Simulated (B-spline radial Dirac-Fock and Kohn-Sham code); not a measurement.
Calculated with a radial B-spline solver, using relaxed Dirac-Fock hole states (ΔSCF) with Breit and QED corrections and a finite nucleus. Free neutral atoms.

Question: Order these X-ray lines by photon energy, lowest first.
A. Ge Lβ1
B. Co Lℓ
C. Ba Mζ2
D. Ni Lβ4
E. Xe Mγ
F. Mn Lℓ

Answer: F (552.9 eV), C (591.5 eV), B (674.7 eV), E (876.8 eV), D (942.2 eV), A (1220.8 eV).
